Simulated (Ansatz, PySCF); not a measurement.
Ge(F)(Cl)2(Me) (CH3Cl2FGe), SMILES [CH3][Ge]([F])([Cl])[Cl]. Atoms are numbered in the order given.

```xyz
8

C     -2.1210    -0.3584     0.1312
Ge    -0.2040    -0.1191     0.2039
F      0.4101    -0.7105     1.7176
Cl     0.3769     1.9507     0.0885
Cl     0.8266    -1.2199    -1.3326
H     -2.3518    -1.4287     0.2253
H     -2.4945     0.0203    -0.8302
H     -2.5829     0.2008     0.9569
```

The structure is a stationary point at B3LYP-D3(BJ)/def2-SVP. This is a generated structure with no PubChem entry under its InChIKey; it may be hypothetical.

Two levels are set side by side: PBE-D3(BJ)/def2-SVP (Ansatz, a program for electronic structure) and B3LYP-D3(BJ)/def2-SVP (Ansatz). Each level has its own optimised geometry; the coordinates shown are those of the second. Frequencies come from the Hessian of PySCF at each geometry. Differences are taken from unrounded values.

| quantity | B3LYP-D3(BJ) | PBE-D3(BJ) | PBE-D3(BJ) minus B3LYP-D3(BJ) |
|---|---|---|---|
| mean bond length (Å) | 1.610 | 1.617 | 0.007 |
| bond C1–Ge2 (Å) | 1.933 | 1.937 | 0.004 |
| bond Ge2–F3 (Å) | 1.737 | 1.750 | 0.012 |
| bond Ge2–Cl4 (Å) | 2.153 | 2.158 | 0.005 |
| bond Ge2–Cl5 (Å) | 2.153 | 2.158 | 0.005 |
| bond C1–H6 (Å) | 1.099 | 1.106 | 0.007 |
| bond C1–H7 (Å) | 1.099 | 1.106 | 0.007 |
| bond C1–H8 (Å) | 1.099 | 1.106 | 0.007 |
| highest harmonic wavenumber (cm⁻¹) | 3169 | 3120 | -49 |
| mean harmonic wavenumber (cm⁻¹) | 1015 | 990 | -26 |
| zero-point energy (kcal/mol) | 26.13 | 25.47 | -0.66 |

GGA bonds tend to be longer and softer than those of functionals with exact exchange. Differences between two approximate levels are no errors against the true value.
